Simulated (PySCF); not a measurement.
SeF4, SMILES F[Se](F)(F)F.

Coordinates come from a TPSSh-D3(BJ)/def2-SVP optimisation. The isomer is the one that the SMILES or the coordinates give; other isomers of the formula were not compared.

Calculation: TDDFT-PBE/def2-SVPD in PySCF 2.14.0.

Vertical excitations. Gas-phase values at a fixed geometry. State labels are in the subgroup C2v.

Problem. Give excitation energies, oscillator strengths and character. (Estimate from the structure and the level; the computed values follow.)

Solution. 
| state | symmetry | energy (eV) | λ (nm) | f | main pairs |
|---|---|---|---|---|---|
| S1 | B1 | 5.46 | 227 | 0.021 | HOMO→LUMO 95 % |
| S2 | A2 | 6.01 | 206 | 0.000 | HOMO−2→LUMO 100 % |
| S3 | B2 | 6.07 | 204 | 0.011 | HOMO−1→LUMO 95 % |
| S4 | A1 | 6.50 | 191 | 0.024 | HOMO→LUMO+1 96 % |
| S5 | B1 | 6.58 | 188 | 0.004 | HOMO−4→LUMO 97 % |
| S6 | A1 | 6.63 | 187 | 0.003 | HOMO−3→LUMO 90 % |
| S7 | A2 | 7.17 | 173 | 0.000 | HOMO−1→LUMO+1 98 % |
| S8 | A1 | 7.48 | 166 | 0.009 | HOMO−5→LUMO 98 % |
| S9 | A2 | 7.50 | 165 | 0.000 | HOMO−6→LUMO 98 % |
| S10 | B2 | 7.51 | 165 | 0.008 | HOMO−2→LUMO+1 91 % |
| T1 | B1 | 4.51 | 275 | 0 | HOMO→LUMO 99 % |
| T2 | B2 | 5.62 | 221 | 0 | HOMO−1→LUMO 100 % |
| T3 | A2 | 5.84 | 212 | 0 | HOMO−2→LUMO 99 % |
| T4 | A1 | 5.96 | 208 | 0 | HOMO→LUMO+1 95 % |
Triplets are in the Tamm–Dancoff approximation, which puts them higher than full response would, so one can lie above its singlet here.
